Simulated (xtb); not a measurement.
xtb input:

```bash
xtb mol.xyz --gfn 1 --opt tight --chrg 0 --uhf 0
```
mol.xyz:
```
7

C      2.31671457    -0.19769369     0.00869972
C      1.12584018    -0.09607204     0.00422775
C     -0.32909767     0.02808310    -0.00123583
F     -0.80212808     0.29736230     1.22873632
F     -0.91576804    -1.10696915    -0.42144386
F     -0.73288993     1.01874135    -0.81649565
H      3.37633201    -0.28811470     0.01267880
```

Question: Predict the final energy.

Answer: -22.23752 Eh (GFN1-xTB).
